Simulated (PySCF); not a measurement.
Computed shifts of a molecule CH5FO2Si2, PBE0/pcSseg-1 (PySCF), GIAO, gas phase, atoms alike by connectivity averaged where their shifts nearly agree, in ppm (number of nuclei): ¹³C: 168.5 (1). ²⁹Si: 10.5 (1), -103.2 (1). ¹⁹F: -172.3 (1). ¹H: 8.28 (1), 5.58 (1), 3.89 (3). References: ¹⁷O against H2O (σ = 334.2 ppm); ¹³C against TMS (σ = 186.3 ppm); ²⁹Si against TMS (σ = 352.7 ppm); ¹⁹F against CFCl3 (σ = 167.2 ppm); ¹H against TMS (σ = 31.56 ppm), references at their B3LYP-D3(BJ)/def2-TZVP geometries, non-relativistic. The structure is a stationary point at B3LYP-D3(BJ)/def2-SVP. The values are those of a single conformer.

Task: Which structure fits?
(A) O[C@@H]1[SiH2]O[Si@@H]1F
(B) O[Si@]1(F)CO[SiH2]1
(C) O[Si@@]1(F)OC[SiH2]1
(D) O=CO[Si@@H](F)[SiH3]

Result: D, O=CO[Si@@H](F)[SiH3]
